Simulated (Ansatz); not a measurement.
def2 core potentials replace the inner electrons of Sb.

Species: C3H9O2Sb, SMILES `C[CH](C)[Sb]([OH])[OH]` (charge 0, multiplicity 1).

Problem. Give a relaxed geometry from B3LYP-D3(BJ)/def2-SVP in Ansatz (a quantum-chemistry and plane-wave program).

Solution. This is not unique; one that fits is the end point of this relaxation, one of several conformers (outside a Z-matrix the atoms follow the SMILES, hydrogens last).
Z-matrix (Å, degrees):
```
C
H 1 1.1043
C 1 1.5262 2 110.17
H 3 1.1016 1 111.29 2 58.73
H 3 1.1040 4 107.65 1 -122.53
H 3 1.1043 4 107.98 5 -115.20
C 1 1.5264 2 109.15 3 -126.10
H 7 1.1010 1 111.10 2 -55.15
H 7 1.1043 8 108.19 1 122.89
H 7 1.1046 8 107.77 9 115.28
Sb 1 2.1981 2 101.34 7 -116.77
O 11 2.0056 1 94.69 2 -54.84
H 12 0.9697 11 110.51 1 40.87
O 11 2.0122 12 99.20 13 -47.89
H 14 0.9675 11 111.07 12 -93.60
```
